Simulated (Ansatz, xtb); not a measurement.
## A geometry optimisation of BF2GeH3 with r2SCAN-D4/def2-SVP

The starting geometry of this gas-phase singlet has its atoms placed at random.

```yaml
atoms:
  - { symbol: B, position_ang: [-0.3063, -2.2161, -0.6164] }
  - { symbol: F, position_ang: [0.4046, 0.3759, -2.2366] }
  - { symbol: F, position_ang: [-0.3602, -1.2962, -1.5446] }
  - { symbol: Ge, position_ang: [-1.6198, -0.0516, -1.2591] }
  - { symbol: H, position_ang: [0.3256, -1.3030, 0.0122] }
  - { symbol: H, position_ang: [-0.7615, -1.0633, -0.5409] }
  - { symbol: H, position_ang: [-0.9191, 0.5005, 0.1339] }
```

**Question.** One run relaxed it with r2SCAN-D4/def2-SVP. What is a likely outcome?

**Answer.** It ends as a structure with F3 bridging Ge4 and B1, H7 bridging B1 and Ge4, given below by its coordinates. Distances that change by over a tenth: B1–F3 (1.31 → 1.52 Å), F3–Ge4 (1.79 → 2.01 Å), F3–H6 (1.11 → 2.24 Å). Contacts that open: Ge4–H6 (1.51 → 3.23 Å). Contacts that close: B1–H7 (2.88 → 1.34 Å), F2–Ge4 (2.29 → 1.75 Å).

The energy falls by 14.93 eV over 21 steps:

```
step  E − E(last) (eV)
   1            14.927
   3             7.753
   5             3.715
   8             1.213
  10             0.480
  12             0.209
  14             0.061
  17             0.009
  19             0.000
  21             0.000
```

Final geometry (Å):

```xyz
7

B    -0.4371   -1.3457   -0.2917
F     0.4207    0.8620   -2.2517
F    -0.6885   -1.5722   -1.7691
Ge   -1.2139    0.3642   -1.8798
H     0.7434   -1.3455   -0.0503
H    -1.2484   -1.9485    0.3693
H    -0.8129   -0.0682   -0.1782
```

From the same start GFN2-xTB ends elsewhere, in pieces: FGeH + BF + H2.

From so rough a start the end depends on the optimiser's path, so another program may land elsewhere. The end wasn't checked by frequencies. Run with Ansatz 0.2.0, 45 s on 2 threads of AMD EPYC 7R43 64-Core Processor (Zen 3) (shared host).
